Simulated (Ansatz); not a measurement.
Conformers of C2H7FO2Si2, SMILES `O[SiH](O)/C=C\[SiH2]F`, each relaxed with PBE0-D4/def2-TZVP in Ansatz. CBS adds the triple-zeta coupled-cluster correction to the MP2 limit.

Not all of them had a frequency check.

Conformer A:

Z-matrix (Å, degrees):
```
Si
O 1 1.651
C 1 1.848 2 101.0
O 1 1.638 2 113.4 3 -121.3
H 1 1.481 2 110.7 3 122.6
H 2 0.958 1 120.2 3 -159.1
C 3 1.338 1 122.5 2 6.8
H 3 1.090 1 119.0 2 -172.8
H 4 0.959 1 117.7 2 65.4
Si 7 1.874 3 129.7 1 1.3
H 7 1.093 3 117.9 1 -179.4
F 10 1.614 7 102.5 3 174.1
H 10 1.479 7 114.7 3 -72.7
H 10 1.480 7 114.6 3 60.9
```

Conformer B:

```xyz
14

O    -1.904    2.066   -0.880
Si   -0.534    1.200   -0.648
O     0.493    2.121    0.240
C    -1.157   -0.333    0.220
C    -0.459   -1.398    0.631
Si    1.365   -1.668    0.495
F     2.065   -0.320   -0.047
H    -1.808    2.960   -1.212
H     0.118    0.845   -1.938
H     1.400    1.808    0.275
H    -2.235   -0.343    0.392
H    -1.002   -2.214    1.116
H     1.959   -1.974    1.820
H     1.699   -2.750   -0.463
```

**Question.** Which is lowest in electronic energy at CCSD(T)/CBS (frozen core, def2 sets), and by how much? (Best estimate.)

**Answer.** Computed: A; B lies 6.9 kJ/mol higher.

**Question.** Give the energies relative to A (kJ/mol) with r2SCAN-D4/def2-TZVPP, B2PLYP/def2-TZVPP, r2SCAN/def2-TZVPP, PBE0/def2-TZVPP, HF/def2-TZVPP, SCS-MP2/def2-TZVPP, SCS-MP2/def2-QZVPP. (Best estimate.)

**Answer.** Ansatz gave: 
```csv
level,B
r2SCAN-D4/def2-TZVPP,5.4
B2PLYP/def2-TZVPP,5.9
r2SCAN/def2-TZVPP,5.5
PBE0/def2-TZVPP,7.0
HF/def2-TZVPP,1.9
SCS-MP2/def2-TZVPP,6.8
SCS-MP2/def2-QZVPP,6.6
```
